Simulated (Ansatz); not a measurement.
Consider the cleavage of the Si–Ge bond: `[SiH3][GeH2][SiH3]` + `[OH][Al]([Cl])[Cl]` → `[SiH3][O][Al]([Cl])[Cl]` + `[SiH3][GeH3]`.

Computed with Ansatz on PBE0-D4/def2-TZVP structures; ΔE is electronic, products minus reactants. CBS: MP2 limit from def2 TZ/QZ plus the TZ coupled-cluster correction, frozen cores. DFT in def2-TZVPP. For Ge outer-core shells are correlated without core-valence functions, which leaves a few kJ/mol of doubt a bond. Scalar relativity is left out up to krypton. One conformer a species, not always the lowest.

`[SiH3][GeH2][SiH3]`:

Z-matrix (Å, degrees):
```
Si
Ge 1 2.379
H 1 1.487 2 109.7
H 1 1.487 2 109.7 3 119.3
H 1 1.487 2 111.0 3 -120.4
Si 2 2.379 1 111.0 3 -60.0
H 2 1.541 1 109.6 3 178.9
H 2 1.541 1 109.6 3 61.1
H 6 1.487 2 109.7 1 59.5
H 6 1.487 2 111.0 1 179.8
H 6 1.487 2 109.7 1 -59.8
```

`[OH][Al]([Cl])[Cl]`:

Cartesian coordinates in Å:
```
O -0.774 0.418 -0.992
Al 0.044 -0.149 0.358
Cl -1.063 -0.814 1.977
Cl 2.122 -0.196 0.431
H -0.329 0.741 -1.775
```

`[SiH3][O][Al]([Cl])[Cl]`:

```xyz
8

Si    1.189    0.513    0.778
O    -0.094   -0.044   -0.058
Al   -1.399   -0.604   -0.915
Cl   -3.326   -0.188   -0.276
Cl   -1.118   -1.725   -2.635
H     2.330    0.743   -0.145
H     1.582   -0.487    1.804
H     0.836    1.792    1.447
```

`[SiH3][GeH3]`:

```xyz
8

Si    0.252   -0.124    1.167
Ge   -0.247    0.122   -1.145
H     0.494    1.207    1.782
H     1.468   -0.962    1.341
H    -0.885   -0.778    1.868
H    -1.509    0.980   -1.337
H    -0.492   -1.250   -1.795
H     0.918    0.805   -1.881
```

| level | ΔE (kJ/mol) |
| --- | --- |
| PBE-D4 | -61.2 |
| r2SCANh-D4 | -80.8 |
| PBE-QIDH | -81.9 |
| r2SCAN0 | -83.2 |

(1) What does CCSD(T)/CBS give? (Best estimate.)

Largest T1 diagnostic among the species: 0.012.

Answers

(1) The calculation gave: -83.8 kJ/mol. The listed levels differ from it by 22.6, 3.0, 1.9, 0.6 kJ/mol.

At CCSD(T), def2-SVP lies −3.4 kJ/mol from the extrapolated value and def2-TZVPP −1.8 kJ/mol. Leaving LDA and LC-ωPBE aside and taking each functional with its dispersion term where it has one, the values, not all of them listed here, spread over 36.0 kJ/mol, from BHLYP-D4 to PBE-D4.
